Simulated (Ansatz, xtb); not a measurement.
## AlBHNS: which of two structures lies lower

We compare a, a singlet given by its coordinates, with b, `[Al][NH]B=S`, a singlet. Both are isolated molecules in the gas phase, relaxed with r2SCAN-D4/def2-SVP; the shapes shown needn't be the lowest conformers.

a (Å):

| atom | x (Å) | y (Å) | z (Å) |
| --- | --- | --- | --- |
| Al | 0.0000 | 0.0000 | -1.3915 |
| B | 0.0000 | 0.0000 | 1.6239 |
| N | 0.0000 | 0.0000 | 0.3600 |
| S | 0.0000 | 0.0000 | -3.3972 |
| H | 0.0000 | 0.0000 | 2.8048 |

Close contacts (Å): Al1–N3 1.75, Al1–S4 2.01, B2–N3 1.26, B2–H5 1.18.

b (Å):

```yaml
atoms:
  - { symbol: Al, position_ang: [-0.3018, 0.8332, 0.6421] }
  - { symbol: B, position_ang: [-2.3964, -0.9796, 1.3029] }
  - { symbol: N, position_ang: [-1.0310, -0.7755, 1.2444] }
  - { symbol: S, position_ang: [-4.0269, -1.0887, 1.3217] }
  - { symbol: H, position_ang: [-0.4486, -1.5585, 1.5504] }
```

Quicker runs give these differences E(b) − E(a): GFN2-xTB +1.512 eV; HF/STO-3G −0.976 eV (at GFN2-xTB geometries); r2SCAN-D4/def2-SVP//GFN2-xTB −0.126 eV.

Q: Which of the two would you expect CCSD(T)/def2-TZVPP electronic energies to favour?

A: Structure b; the calculation gives E(b) − E(a) = −0.151 eV.

Level by level:

```
                       level            geometry  E(b) − E(a) (eV)  departure from the last row (eV)  job, with rough time for the two
                    GFN2-xTB            GFN2-xTB              +1.512                            +1.663               optimisation, 1.3 s
                   HF/STO-3G            GFN2-xTB              −0.976                            −0.825              single point, 0.76 s
r2SCAN-D4/def2-SVP//GFN2-xTB            GFN2-xTB              −0.126                            +0.025               single point, 6.3 s
          r2SCAN-D4/def2-SVP  r2SCAN-D4/def2-SVP              −0.053                            +0.098                optimisation, 79 s
               HF/def2-TZVPP  r2SCAN-D4/def2-SVP              −0.078                            +0.073           part of the CCSD(T) run
              MP2/def2-TZVPP  r2SCAN-D4/def2-SVP              −0.012                            +0.139           part of the CCSD(T) run
          CCSD(T)/def2-TZVPP  r2SCAN-D4/def2-SVP              −0.151                                               single point, 1.7 min
```

GFN2-xTB puts the two in the other order. MP2/def2-TZVPP finds them nearly level. The largest departure from CCSD(T)/def2-TZVPP is that of GFN2-xTB, 1.663 eV.

With harmonic frequencies from r2SCAN-D4/def2-SVP (ideal gas, rigid rotor, one conformer each, 298.15 K, 1 atm): the zero-point term adds +0.032 eV; ΔH is −0.130 and ΔG −0.181 eV.

The correlated steps freeze 12 core orbitals. Codes used: Ansatz 0.2.0, xtb 6.7.1; the last row on 1 thread of AMD EPYC (Zen 3) on a shared host.
